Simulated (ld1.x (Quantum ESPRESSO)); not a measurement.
## Rb (Z = 37): one change to an RRKJ potential, before and after

Rb, norm-conserving RRKJ (Kleinman–Bylander form), made with ld1.x (Quantum ESPRESSO) 7.5 (LDA (PZ), fully relativistic). Core [Ar] 3d10, reference 4s2 4p6 4d0 5s0 5p0 (charge +1). Waves: 4s (bound): rc 2.15 bohr; 4p (bound): rc 1.95 bohr; 4d (bound, empty): rc 2.95 bohr. Local part: the d channel. Core correction: none. rho0 = 0.02.

Open shells are filled in proportion to 2j + 1 (rel_dist='average').

All-electron outer shells of the reference configuration (LDA (PZ), scalar-relativistic, ld1.x):

| shell | level (eV) | outermost node (bohr) | outermost maximum (bohr) |
| --- | --- | --- | --- |
| 3d | -110.07 | – | 0.39 |
| 4s | -37.78 | 0.62 | 1.25 |
| 4p | -21.79 | 0.64 | 1.42 |
| 5s | -6.02 | 1.76 | 3.68 |
| 4d | -3.79 | 0.70 | 2.59 |
| 5p | -3.50 | 2.12 | 4.78 |

Change: all radii scaled by about 1.29 (s 2.78, p 2.52, d 3.82 bohr).

Cutoffs: the cutoffs (Ry, on a coarse ladder) from which the occupation-weighted sum of valence levels, in a spherical-Bessel basis at the reference potential, stays within 10 and 1 mRy of its value at 400 Ry; they do not see the model core or the augmentation charge, which bear on the density cutoff. Errors are all-electron minus pseudo energies relative to the spin-unpolarised reference configuration.

Task: Predict the effect on cutoff, ghosts and configuration errors.

Result: The potential gets softer (35 Ry and 40 Ry → 21 Ry and 25 Ry); a bound ghost appears in s, which as a rule spoils a file; the number of tests that count goes from 7 to 2. A larger radius leaves more room for a smooth pseudo-wave, so fewer plane waves are needed.

```csv
quantity,base,changed
"cutoff, loose",35 Ry,21 Ry
"cutoff, tight",40 Ry,25 Ry
loose cutoff by channel (10 mRy a level),"s 25 Ry, p 25 Ry","s 18 Ry, p 12 Ry"
bound ghosts,none,s
"tests counted (converged, no solver errors)",7 of 7,2 of 7
"error for 4s2 4p6 4d0 5s0 5p1, meV [ΔE -2.66 eV]",-6.3,-2.7
"error for 4s2 4p6 4d1 5s0 5p0, meV [ΔE -1.96 eV]",+0.2,-0.9
```

Changed file: Tests not counted: 4s2 4p6 4d0 5s1 5p0 (solver errors, printed error -1.9 eV); 4s2 4p6 4d0 5s0.5 5p0 (solver errors, printed error -472 meV); 4s1 4p6 4d0 5s1 5p0 (solver errors, printed error -2.4 eV); 4s2 4p5 4d0 5s1 5p0 (solver errors, printed error -2.5 eV); 4s2 4p6 4d0.5 5s0.5 5p0 (solver errors, printed error -646 eV). A true bound ghost makes a file unfit for plane-wave use even where its test errors are small: the radial tests pick states by their node count and pass the ghost by. Where a test does run into it, the solver fails or the error is huge.
